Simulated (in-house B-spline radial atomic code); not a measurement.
**Ionising Tl²⁺ with different functionals**

Computed with a B-spline radial code for spherical atoms: four-component Dirac-Coulomb Hamiltonian, Fermi nucleus of rms radius 5.4759 fm, spin-restricted, spherical fractional occupations for the functionals. The ionisation energy is the difference of two self-consistent energies, [Xe] 4f14 5d10 6s1 → [Xe] 4f14 5d10, without Breit or QED terms; ε is the level of the shell that loses the electron (mean over j).

Hybrids are left out here: with spherical fractional occupations of an open shell their exact exchange keeps a self-interaction that integer-occupation calculations don't have.

```
           method  rung  ΔSCF (eV)  -ε(6s) (eV)
         LDA VWN5   LDA      30.58        25.80
 relativistic LDA   LDA          ?            ?
         LDA PW92   LDA      30.58        25.80
LDA exchange-only   LDA      29.29        24.51
              PBE   GGA      30.13        25.35
           PBEsol   GGA      30.15        25.41
             BLYP   GGA      30.25        25.43
             RPBE   GGA      29.96        25.19
             PW91   GGA      30.24        25.45
             BP86   GGA      30.25        25.53
             AM05   GGA          ?            ?
             OLYP   GGA      29.86        25.05
```

What does AM05 give?

ΔSCF 30.12 eV, and -ε(6s) = 25.38 eV.

What does relativistic LDA give?

ΔSCF 30.49 eV, and -ε(6s) = 25.72 eV.

How do they compare with the NIST value?

NIST lists 29.852 eV (measured, ground level to ground level). Errors run from -0.56 to +0.73 eV; OLYP is closest (+0.01 eV), but part of that can be cancellation, since the calculations leave out Breit-QED terms, spin polarisation.
